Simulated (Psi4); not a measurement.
Cl4Sn (SMILES [Cl][Sn]([Cl])([Cl])[Cl]), singlet, at a GFN2-xTB geometry (such geometries of metal compounds can be far from the true shape) (all electrons, no relativity), with bond 5-2 at 1.5 times its length; HF/STO-3G run with Psi4 1.11.

Here is a job for Psi4.
```
memory 2 GB

molecule {
0 1
Cl   -1.80032643   -0.84416493   -1.18851803
Sn    0.00000000    0.00000000   -0.00000000
Cl   -0.31676548    2.26357933    0.37713794
Cl    1.94528107   -0.31513236   -1.21775939
Cl    0.25771626   -1.65642306    3.04370920
}

set {
  basis sto-3g
  scf_type pk
  stability_analysis check
}

energy('scf')
print_variables()
```

What the program printed (banner, timings and long lists left out):

```
   => Loading Basis Set <=

    Name: STO-3G
    Role: ORBITAL
    Keyword: BASIS

         ---------------------------------------------------------
                                   SCF
               by Justin Turney, Rob Parrish, Andy Simmonett
                          and Daniel G. A. Smith
                              RHF Reference
         ---------------------------------------------------------

  ==> Geometry <==

    Molecular point group: c1
    Full point group: C1

    Geometry (in Angstrom), charge = 0, multiplicity = 1:

       Center              X                  Y                   Z               Mass
    ------------   -----------------  -----------------  -----------------  -----------------
         CL          -1.811890220849    -0.769840827115    -1.325089995352    34.968852682000
         SN          -0.011563790849     0.074324102885    -0.136571965352   119.902201630000
         CL          -0.328329270849     2.337903432885     0.240565974648    34.968852682000
         CL           1.933717279151    -0.240808257115    -1.354331355352    34.968852682000
         CL           0.246152469151    -1.582098957115     2.907137234648    34.968852682000

  Running in c1 symmetry.

  Rotational constants: A =      0.03369  B =      0.02313  C =      0.02313 [cm^-1]
  Rotational constants: A =   1009.91981  B =    693.56421  C =    693.56420 [MHz]
  Nuclear repulsion =  929.304482179118281

  Charge       = 0
  Multiplicity = 1
  Electrons    = 118
  Nalpha       = 59
  Nbeta        = 59

  ==> Algorithm <==

  SCF Algorithm Type is PK.
  DIIS enabled.
  MOM disabled.
  Fractional occupation disabled.
  Guess Type is SAD.
  Energy threshold   = 1.00e-06
  Density threshold  = 1.00e-06
  Integral threshold = 1.00e-12

  ==> Primary Basis <==

  Basis Set: STO-3G
    Blend: STO-3G
    Number of shells: 31
    Number of basis functions: 63
    Number of Cartesian functions: 65
    Spherical Harmonics?: true
    Max angular momentum: 2

  ==> Integral Setup <==

  Using in-core PK algorithm.
   Calculation information:
      Number of atoms:                   5
      Number of AO shells:              31
      Number of primitives:             93
      Number of atomic orbitals:        65
      Number of basis functions:        63

      Integral cutoff                 1.00e-12
      Number of threads:                 1

  Performing in-core PK
  Using 4066272 doubles for integral storage.
  We computed 59376 shell quartets total.
[...]
	Sorting File: SO Ints (nn|nn) nbuckets = 1
	Constructing frozen core operators
	Starting first half-transformation.
	Sorting half-transformed integrals.
	First half integral transformation complete.
	Starting second half-transformation.
	Two-electron integral transformation complete.
	Starting first half-transformation.
	Sorting half-transformed integrals.
	First half integral transformation complete.
	Starting second half-transformation.
	Two-electron integral transformation complete.
    Lowest singlet (RHF->RHF) stability eigenvalues:
       A 0.069148         A 0.069148         A 0.235751         A 0.235798
       A 0.235798

    Lowest triplet (RHF->UHF) stability eigenvalues:
       A -0.145714        A 0.026679         A 0.026679         A 0.179808
       A 0.179808

  ==> Post-Iterations <==

    Orbital Energies [Eh]
    ---------------------

    Doubly Occupied:

[...]
    Virtual:

[...]
      63A      0.223685

    Final Occupation by Irrep:
              A
    DOCC [    59 ]
    NA   [    59 ]
    NB   [    59 ]

  @RHF Final Energy: -7781.74326332407145

   => Energetics <=

    Nuclear Repulsion Energy =            929.3044821791182812
    One-Electron Energy =              -12614.1362692997463455
    Two-Electron Energy =                3903.0885237965562737
    Total Energy =                      -7781.7432633240714495

Computation Completed

Properties will be evaluated at   0.000000,   0.000000,   0.000000 [a0]

Properties computed using the SCF density matrix

 Multipole Moments:

 ------------------------------------------------------------------------------------
     Multipole            Electronic (a.u.)      Nuclear  (a.u.)        Total (a.u.)
 ------------------------------------------------------------------------------------

 L = 1.  Multiply by 2.5417464519 to convert [e a0] to [Debye]
 Dipole X            :         -0.2731417            0.1811583           -0.0919835
 Dipole Y            :          1.7555673           -1.1643608            0.5912065
 Dipole Z            :         -3.2258887            2.1395353           -1.0863534
 Magnitude           :                                                    1.2402217

 ------------------------------------------------------------------------------------

  Variable Map:
  ----------------------------------------------------------------------------
[...]
  Array Variable Map:
  ----------------------------------------------------------------------------
[...]
[...]
```
